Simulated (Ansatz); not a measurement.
Geometry optimisation, Ansatz 0.2.0, DFT PBE, scalar-relativistic, plane waves, PAW.

The input (input.yaml):

```yaml
accuracy: low
crystal:
  lattice:
    - [0.0, 5.66, 5.66]
    - [5.66, 0.0, 5.66]
    - [5.66, 5.66, 0.0]
  atoms:
    - { symbol: Ge, position: [0.0, 0.0, 0.0] }
    - { symbol: Ge, position: [0.125, 0.125, 0.125] }
    - { symbol: Ge, position: [0.0, 0.0, 0.5] }
    - { symbol: Ge, position: [0.125, 0.125, 0.625] }
    - { symbol: Ge, position: [0.0, 0.5, 0.0] }
    - { symbol: Ge, position: [0.125, 0.625, 0.125] }
    - { symbol: Ge, position: [0.0, 0.5, 0.5] }
    - { symbol: Ge, position: [0.125, 0.625, 0.625] }
    - { symbol: Ge, position: [0.5, 0.0, 0.0] }
    - { symbol: Ge, position: [0.625, 0.125, 0.125] }
    - { symbol: Ge, position: [0.5, 0.0, 0.5] }
    - { symbol: Ge, position: [0.625, 0.125, 0.625] }
    - { symbol: Ge, position: [0.5, 0.5, 0.0] }
    - { symbol: Ge, position: [0.625, 0.625, 0.125] }
    - { symbol: Ge, position: [0.5, 0.5, 0.5] }
    - { symbol: Ge, position: [0.625, 0.625, 0.625] }
    - { symbol: Li, position: [0.865176, 0.8870685, 0.3735797] }
basis:
  ecutwfc: 420.0
kpoints:
  mp_grid: { grid: [2, 2, 2] }
hamiltonian:
  xc: pbe
scf:
  occupations: { method: fermi_dirac, width: 0.15 }
  lower_state_search: "off"
relax:
  f_tol: 0.08
  max_steps: 25
  adjacent_minimum: "off"
```

Launched with:

```bash
$ ansatz run input.yaml --threads 2 --pin off --max-ram 5120MiB --backend cpu --events-out ev --progress --plain --runs-dir out
```

Q: Where does it end, and by what steps?

A: The run converged. The threshold is loose, so the end isn't yet a minimum. The force dipped under the threshold on the way, but the program's further checks kept it going. Limits of this set-up: coarse k mesh, low accuracy level. After 2 steps the energy has fallen by 0.089 eV; Ge11 moved furthest, 0.05 Å.

| step | energy less start (eV) | largest force component (eV/Å) | accepted |
| --- | --- | --- | --- |
| 0 | 0.0000 | 0.507 | yes |
| 1 | -0.0891 | 0.076 | yes |
| 2 | -0.0891 | 0.076 | yes |

```xyz
17
Lattice="0.0000 5.6600 5.6600 5.6600 0.0000 5.6600 5.6600 5.6600 0.0000" Properties=species:S:1:pos:R:3
Ge -0.025 -0.023 0.024
Ge 1.416 1.414 1.439
Ge 2.853 2.854 0.023
Ge 4.253 4.236 1.418
Ge 2.843 -0.013 2.819
Ge 4.225 1.414 4.245
Ge 5.644 2.846 2.815
Ge 7.076 4.265 4.245
Ge -0.015 2.845 2.813
Ge 1.415 4.219 4.245
Ge 2.857 5.633 2.802
Ge 4.271 7.075 4.245
Ge 2.845 2.842 5.674
Ge 4.242 4.248 7.074
Ge 5.648 5.645 5.674
Ge 7.076 7.074 7.052
Li 7.112 7.036 9.910
```

Time of the run: 25 s on 2 threads of Arm Neoverse V1 (shared host), peak memory 0.95 GiB.
